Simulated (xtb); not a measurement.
CH6FNOSi2, SMILES N[Si@@H]1OC[Si@@H]1F. All values are semi-empirical tight-binding results from xtb (GFN2-xTB unless named), good for trends rather than for accurate numbers. Geometry optimised at GFN2-xTB. The structure was generated by enumeration; whether it is a known compound was not checked. Other conformers were not sampled.

Optimised geometry:

```xyz
12

N      2.4176     0.1149    -0.3933
Si     1.0001    -0.6396     0.2104
O      0.0789    -1.1301    -1.0648
C     -1.2539    -0.6102    -0.9001
Si    -1.0215     0.3728     0.7456
F     -1.2435     1.9596     0.4566
H      2.3625     0.7613    -1.1636
H      3.1675     0.3547     0.2308
H      1.4483    -1.7542     1.0418
H     -1.4995    -0.0205    -1.7861
H     -1.9440    -1.4555    -0.8642
H     -2.0737     0.1102     1.7198
```
Charge 0, spin multiplicity 1.

Q: Estimate the properties. (An estimate is asked for; the answer gives what the named calculation found.)

A: 
```
Property                                       Result
--------------------------------------  -------------
orbital gap                                   3.99 eV
dipole moment                                  2.16 D
zero-point energy                       47.5 kcal/mol
G − E(el) at 298.15 K (modified RRHO)   26.7 kcal/mol
static polarisability (D4 model)           79.6 bohr³
solvation energy, GFN2-xTB/ALPB(water)  -3.4 kcal/mol
solvation energy, GFN2-xTB/ALPB(ether)  -5.2 kcal/mol
```

Computed atomic charges and the Wiberg bond orders between heavy atoms:
charges (e) N1 -0.39, Si2 0.49, O3 -0.42, C4 -0.05, Si5 0.47, F6 -0.28, H7 0.17, H8 0.15, H9 -0.09, H10 0.02, H11 0.01, H12 -0.07. Bond orders N1–Si2 1.17, Si2–O3 1.14, O3–C4 0.98, Si2–Si5 0.75, C4–Si5 0.88, Si5–F6 1.09.
